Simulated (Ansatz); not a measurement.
Consider the formal exchange of groups at a C–In bond: `[CH3][In]([CH3])[SeH]` + `[CH3][Al]([NH2])[NH2]` → `C[CH2][Al]([NH2])[NH2]` + `[CH3][InH][SeH]`.

Gas-phase electronic energies from Ansatz, PBE0-D4/def2-TZVP geometries. CCSD(T)/CBS adds triple-zeta CCSD(T) − MP2 to the extrapolated MP2 energy (def2 sets, frozen cores). Functionals use def2-TZVPP. HSE06 is defined as in plane-wave codes. def2 core potentials past Kr. For In, Se outer-core shells are correlated without core-valence functions, which leaves a few kJ/mol of doubt a bond. Scalar relativity is left out up to krypton. One conformer a species, not always the lowest.

(1) Is it downhill or uphill in electronic energy at CCSD(T)/CBS, and by how much? (Best estimate.)

(2) What do these levels give: r2SCAN-D4, HSE06-D4, PBE-QIDH, MP2/def2-TZVPP, CCSD(T)/def2-TZVPP, SCS-MP2/def2-QZVPP? (An estimate is asked.)

Largest T1 diagnostic among the species: 0.012.

Results:

(1) Computed: Uphill: ΔE = +48.6 kJ/mol.

(2) Ansatz gave: r2SCAN-D4 44.4, HSE06-D4 41.2, PBE-QIDH 44.6, MP2/def2-TZVPP 53.0, CCSD(T)/def2-TZVPP 46.6, SCS-MP2/def2-QZVPP 49.5 kJ/mol.

From BLYP to BHLYP (50 % exact exchange), in def2-TZVPP and without D4, ΔE moves by −5.6 kJ/mol. In def2-TZVPP, CCSD(T) changes the Hartree–Fock value by +10.6 kJ/mol (the triples alone add +1.6 kJ/mol) and MP2 by +17.0 kJ/mol. Leaving LDA and LC-ωPBE aside and taking each functional with its dispersion term where it has one, the values, not all of them listed here, spread over 11.5 kJ/mol, from B97M-V to B2PLYP. LDA lies −7.4 kJ/mol from PBE without D4.
